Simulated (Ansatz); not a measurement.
Si₃Mo⁺, relaxed as a doublet with UKS r2SCAN-D4/def2-SVP in Ansatz, starting from the GFN1-xTB geometry. Force threshold 0.02 eV/Å.

In the def2 sets Mo takes a core potential; there is no spin–orbit coupling. The structure comes from a short search, and lower isomers may exist.

Start:

| atom | x (Å) | y (Å) | z (Å) |
| --- | --- | --- | --- |
| Mo1 | -0.423 | 1.048 | 0.836 |
| Si2 | 1.479 | -0.392 | 0.450 |
| Si3 | -1.021 | -1.208 | 0.211 |
| Si4 | -0.035 | 0.552 | -1.497 |

(1) Estimate the energy that the relaxation releases and the steps that it takes.

(2) Does the start keep its bonding and symmetry?

(3) Predict the relaxed structure.

Answers

(1) 35.7 kJ/mol, in 4 steps; 50 s on 4 threads of Arm Neoverse V2 on a shared host. No frequencies were taken in this run, so the end may be a saddle point.

(2) By distances, no bond broke or formed. The bond that changes most is Si2–Si4, from 2.64 to 2.45 Å (atoms count from 1). Point group C3v at the start, Cs at the end, both within 0.05 Å.

(3) 
```xyz
4

Mo   -0.4642    1.0041    0.7670
Si    1.3751   -0.4141    0.3673
Si   -0.9482   -1.1736    0.2854
Si    0.0372    0.5836   -1.4197
```
Bond lengths: 3 × Mo–Si 2.28 to 2.36 Å; 3 × Si–Si 2.45 to 2.64 Å.
